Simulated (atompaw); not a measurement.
Logarithmic derivatives: Ba (Z = 56), PAW (atompaw)

atompaw 4.2.0.5 input, output lines left out:

```
Ba 56
GGA-PBESOL loggrid 2001 logderivrange -4 5 226
6 6 5 0 0 0
6 1 0
5 2 0
0 0 0
c
c
c
c
v
v
c
c
c
v
v
c
c
v
2
3.00 2.80 2.45 1.75
n
n
y
2.15
n
modrrkj vanderbiltortho sinc
bessel
3.00
2.80
2.50
3.00
2.95
2.95
```

The phase is arctan(r·u′/u) with u = r·R(r), unwrapped; energies in Ry, scanned from -4 to 5 Ry. A pole is an energy at which the radial function vanishes at the test radius. The pseudo phase is shifted by a multiple of π to meet the all-electron one at the reference energy, and phase errors are pseudo minus all-electron; the curves can meet again beyond the range given. Levels narrower than the energy grid can be missing from the lists of poles.

```
channel  radius (bohr)  reference energy (Ry)  poles, all-electron  poles, pseudo  unbroken range about the reference energy with phases within 0.05 rad  phase error 1 Ry above the reference energy (rad)
      s           3.01                  -0.23          -2.13, 3.52    -2.13, 3.19                                                              below 3.9                                             -0.013
      p           3.01                  -0.10          -1.06, 4.52    -1.06, 4.40                                                        the whole range                                             -0.000
      d           3.01                  -0.19                 0.79          -0.05                                       not even at the reference energy                                             -0.795
```

Phases in the d channel:

| E (Ry) | all-electron | pseudo |
| --- | --- | --- |
| -4.00 | 1.396 | 1.397 |
| -3.52 | 1.383 | 1.385 |
| -3.04 | 1.366 | 1.370 |
| -2.56 | 1.343 | 1.351 |
| -2.08 | 1.310 | 1.326 |
| -1.60 | 1.257 | 1.290 |
| -1.12 | 1.153 | 1.233 |
| -0.64 | 0.840 | 1.108 |
| -0.16 | -0.658 | -0.961 |
| 0.32 | -1.394 | -1.973 |
| 0.80 | -1.572 | -2.360 |
| 1.28 | -1.668 | -3.216 |
| 1.76 | -1.754 | -4.028 |
| 2.24 | -1.868 | -4.343 |
| 2.72 | -2.107 | -4.484 |
| 3.20 | -2.931 | -4.562 |
| 3.68 | -4.083 | -4.612 |
| 4.16 | -4.417 | -4.649 |
| 4.64 | -4.543 | -4.677 |
